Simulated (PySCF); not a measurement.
Level of theory: PBE-D3(BJ)/def2-TZVP (PySCF). Isolated molecules, 0 K electronic values unless said otherwise. One relaxed conformer stands for a flexible species; it need not be the lowest. Excitations are Tamm–Dancoff values on a coarser integration grid. The basis has no diffuse functions, so Rydberg states are missing or too high.

Reference species (SMILES): `C=C=CO` (neutral, multiplicity 1).

The S1 excitation (TDA) comes out as 4.15 eV and the LUMO is -1.41 eV.

Changed species: `C#CCO`.

**Question.** Predict the effect on the S1 excitation (TDA) and LUMO.

**Answer.** the S1 excitation (TDA) rises by 1.68 eV, to 5.83 eV; the LUMO rises by 0.63 eV, to -0.78 eV.
